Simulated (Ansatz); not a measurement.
Species: C₃H₈BS (charge 0, doublet). It need not be the lowest isomer of its formula. 
Geometry from a B3LYP-D3(BJ)/def2-TZVP (Ansatz, a quantum-chemistry and plane-wave program) optimisation:
```xyz
13

C      1.9351    -0.8214    -0.1818
S      0.9797     0.5408     0.1978
B     -0.7592     0.0786    -0.0025
C     -1.1861    -1.3612    -0.4535
C     -1.7945     1.2149     0.3059
H      1.5003    -1.7613    -0.4816
H      3.0063    -0.7143    -0.1122
H     -0.8176    -2.1218     0.2426
H     -0.7596    -1.6152    -1.4294
H     -2.2695    -1.4704    -0.5241
H     -2.4808     0.8845     1.0939
H     -1.3624     2.1690     0.6099
H     -2.4230     1.3900    -0.5747
```
Charge 0, spin multiplicity 2.

Wanted: atomisation energy (electronic, to ground-state atoms), in kcal/mol. Cores are frozen in the correlated levels unless marked. UHF or UKS for open shells. No spin-orbit coupling. Non-relativistic. The coupled-cluster limit lacks core correlation, which all-electron functionals hold. CBS(X,Y): correlation extrapolated as X^-3; Hartree-Fock from the larger set.

```json
[
 {"level": "PBE-D3(BJ)/def2-TZVPD", "program": "Ansatz + dftd3", "atomisation energy (kcal/mol)": "1204.3"},
 {"level": "r2SCAN-D3(BJ)/def2-TZVPD", "program": "Ansatz + dftd3", "atomisation energy (kcal/mol)": "___"},
 {"level": "wB97X-V/def2-TZVPD", "program": "Ansatz", "atomisation energy (kcal/mol)": "1179.7"},
 {"level": "CCSD(T)/CBS(cc-pV(T+d)Z,cc-pV(Q+d)Z)", "program": "Ansatz", "atomisation energy (kcal/mol)": "___"}
]
```

Q: Some entries are withheld; supply them.

A: 
- r2SCAN-D3(BJ)/def2-TZVPD, atomisation energy (kcal/mol): 1189.9
- CCSD(T)/CBS(cc-pV(T+d)Z,cc-pV(Q+d)Z), atomisation energy (kcal/mol): 1174.4
